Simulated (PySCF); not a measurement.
Q: Give a GFN2-xTB geometry of `c1n2c(cc1)cccc2`.

A: 
```
atom  x, y, z in Å
C1     2.1598   -0.3910    0.0608
C2     1.9204    1.0019   -0.0170
C3     0.6493    1.4759   -0.0644
N4    -0.4016    0.6157   -0.0388
C5    -1.7285    0.8692   -0.0770
C6    -2.4039   -0.3318   -0.0295
C7    -1.4610   -1.3586    0.0408
C8    -0.2073   -0.7653    0.0353
C9     1.1081   -1.2585    0.0864
H10    3.1759   -0.7514    0.0990
H11    2.7504    1.6892   -0.0387
H12    0.4113    2.5278   -0.1237
H13   -2.1069    1.8709   -0.1351
H14   -3.4702   -0.4482   -0.0444
H15   -1.6566   -2.4110    0.0894
H16    1.2532   -2.3258    0.1455
```

Any rigid rotation of these coordinates is as good. Atoms count from 1 in this order. The C–N distances run from 1.351 Å (N4–C5, aromatic) to 1.397 Å (N4–C8, aromatic), a spread of 0.046 Å. The 9 heavy atoms lie in one plane (0.001 Å rms). The 6-membered ring C1–C2–C3–N4–C8–C9 has internal angles of 118.6° to 121.3° (sum 720°, against 720° for a flat polygon); it is planar, 0.00 Å rms from its mean plane, widest ring torsion 0°. The 5-membered ring N4–C5–C6–C7–C8 has internal angles of 107.2° to 108.9°; it is planar, 0.00 Å rms from its mean plane, widest ring torsion 0°.

Bonds between heavy atoms (Å): C1–C2 1.415, C2–C3 1.357, C3–N4 1.358, N4–C5 1.351, C5–C6 1.379, C6–C7 1.396, C7–C8 1.387, C8–C9 1.406, C1–C9 1.364, N4–C8 1.397.

The geometry is computed with GFN2-xTB (gas phase).

Point group: Cs (every atom within 0.08 Å of its image). Stationary, but not proved a minimum.
